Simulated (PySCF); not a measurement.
C₆H₆NS (doublet state).
Structure used (GFN2-xTB), in Å, numbered top down from 1:
```xyz
14
C6H6NS angstrom
N     -0.316    2.457    1.372
C     -0.490    1.664    0.565
C     -0.708    0.626   -0.406
C     -1.608   -0.439    0.259
C     -0.877   -1.469    0.583
C      0.557   -1.400    0.255
C      0.570   -0.194   -0.729
S      2.121    0.742   -0.721
H     -1.159    1.060   -1.303
H     -2.652   -0.256    0.421
H      1.147   -1.194    1.153
H      0.947   -2.303   -0.213
H      0.491   -0.570   -1.751
H      1.978    1.276    0.492
```

The hyperfine couplings belong to this conformer and change with its torsions.

The species is `N#C[C@@H]1C=[C]C[C@@H]1S` [radical].

The calculation used UKS B3LYP, pcH-1 on C H N S, non-relativistic, mean-field spin-orbit, GIAO (PySCF 2.14.0). One conformer (not necessarily the lowest) at the GFN2-xTB geometry, without solvent, vibrations or thermal averaging. The geometry wasn't refined by DFT: couplings that depend on bond lengths, twists or pyramidal angles can differ widely from those at the functional's own minimum. The SCF solution wasn't tested for stability.

Question: What is the g tensor, term by term?

Answer: 
| Δg (ppm) | 1 | 2 | 3 |
| --- | --- | --- | --- |
| relativistic mass correction | -169 | -169 | -169 |
| gauge correction | 34 | 12 | -16 |
| orbital Zeeman/spin–orbit | -466 | -40 | 2118 |
| total | -600 | -197 | 1933 |

So g = 2.00172, 2.00212, 2.00425 and g_iso = 2.00270; the tensor is rhombic: the two nearest values differ by 16 % of g3 − g1. Axes: g2 points within 13° of the C3–C4 bond.

Question: What are the electron Larmor frequencies g μB B/h along the three axes at 330 mT?

Answer: 9.2455, 9.2473, 9.2572 GHz for g1, g2 and g3, a range of 11.7 MHz.

Question: What effective moment and Curie constant follow for a powder?

Answer: With the mean of g² = 4.0108 and S(S+1) = 0.75: μ_eff = √(⟨g²⟩S(S+1)) = 1.734 μB and χT = 0.12505·⟨g²⟩·S(S+1) = 0.376 cm³ K/mol (cgs; spin-Hamiltonian part alone).

Question: At 9.599 GHz, how far is the centre of the isotropic spectrum from where a free electron (g = 2.002319) resonates?

Answer: B = hν/(g μB) with μB/h = 13.99624 MHz/mT gives 342.52 mT for the free electron and 342.45 mT at g_iso, 0.06 mT lower.

Question: In a frozen sample, at which fields do the three g values resonate at 9.5, 34, 94 and 263 GHz (hyperfine left aside), and which band first spreads them over more than twice a line width of 0.3 mT?

Answer: 
```
band    GHz  B(g3) mT  B(g2) mT  B(g1) mT  spread mT
   X    9.5    338.66    339.02    339.09       0.43
   Q   34.0   1212.03   1213.32   1213.57       1.53
   W   94.0   3350.92   3354.48   3355.16       4.24
   J  263.0   9375.44   9385.42   9387.31      11.87
```

The spread grows in proportion to the frequency. Q band is the first where it exceeds 0.6 mT.

Largest spin populations (Mulliken): C5 (+0.97), C4 (-0.13) and C3 (+0.07). No atom but C5 exceeds +0.15. The positive populations add up to 1.16 and the negative ones to -0.16, together 2S = 1.

The HOMO–LUMO gaps are 6.18 eV among the α and 3.88 eV among the β orbitals.
